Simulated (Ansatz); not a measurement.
CHNS, SMILES `N=C=S` (charge 0, multiplicity 1).

These are frozen-core CCSDT(Q)/cc-pVTZ // B3LYP-D3(BJ)/def2-TZVP (Ansatz, an electronic-structure program) values and carry that method's errors.

Ansatz 0.2 input:
```yaml
crystal:
  periodic: [false, false, false]
  atoms:
    - { symbol: N, position_ang: [-0.774957, -0.309118, -0.010485] }
    - { symbol: C, position_ang: [0.400497, -0.069123, -0.002186] }
    - { symbol: S, position_ang: [1.959919, 0.093811, 0.003658] }
    - { symbol: H, position_ang: [-1.58546, 0.284431, 0.009012] }
basis:
  gaussian: { orbitals: cc-pVTZ }
correlation:
  method: ccsdt_q
```

Output:

```
Functional definition: HF
1323 factors; integrals over basis functions are off by at most 1.7e-7 eV
mean field evaluation 1: about -13344.6120 eV, gradient 2.7e1 eV
mean field evaluation 2: about -13344.6178 eV, gradient 2.7e1 eV
mean field evaluation 4: about -13346.1374 eV, gradient 3.1e0 eV
mean field evaluation 8: about -13346.1748 eV, gradient 3.3e-3 eV
mean field evaluation 16: about -13346.1706 eV, gradient 7.1e-1 eV
mean field -13346.17478909 eV, -490.4628771369 hartree, gradient 6.7e-6 eV, S^2 0.000000; 0 other end points of the search recorded, 0 dependent functions left out
7 core orbitals not correlated
reference -13346.17478909 eV, -490.4628771369 hartree; 8, 8 occupied and 93, 93 virtual orbitals, 1323 factors
second order -14.18883637 eV of doubles, -0.00000000 eV of singles
cycle   1  -13.88721946 eV  change    3.0e-1 eV  update   1.4e-1
cycle   2  -14.73714831 eV  change   -8.5e-1 eV  update   9.5e-2
cycle   3  -15.40212148 eV  change   -6.6e-1 eV  update   3.0e-2
cycle   4  -15.33047629 eV  change    7.2e-2 eV  update   1.2e-2
cycle   5  -15.28625937 eV  change    4.4e-2 eV  update   5.7e-3
cycle   6  -15.28954360 eV  change   -3.3e-3 eV  update   2.5e-3
cycle   7  -15.29694070 eV  change   -7.4e-3 eV  update   8.7e-4
cycle   8  -15.29693064 eV  change    1.0e-5 eV  update   4.6e-4
cycle   9  -15.29532521 eV  change    1.6e-3 eV  update   1.8e-4
cycle  10  -15.29591883 eV  change   -5.9e-4 eV  update   1.0e-4
cycle  11  -15.29547838 eV  change    4.4e-4 eV  update   4.3e-5
cycle  12  -15.29545428 eV  change    2.4e-5 eV  update   2.1e-5
cycle  13  -15.29547229 eV  change   -1.8e-5 eV  update   9.9e-6
cycle  14  -15.29547079 eV  change    1.5e-6 eV  update   4.2e-6
cycle  15  -15.29546868 eV  change    2.1e-6 eV  update   2.6e-6
cycle  16  -15.29547254 eV  change   -3.9e-6 eV  update   1.0e-6
cycle  17  -15.29547275 eV  change   -2.1e-7 eV  update   5.3e-7
perturbative correction -0.06525249 eV, -0.0023979847 hartree
Total energy: -13361.53551433 eV, -491.0273733775 hartree
```
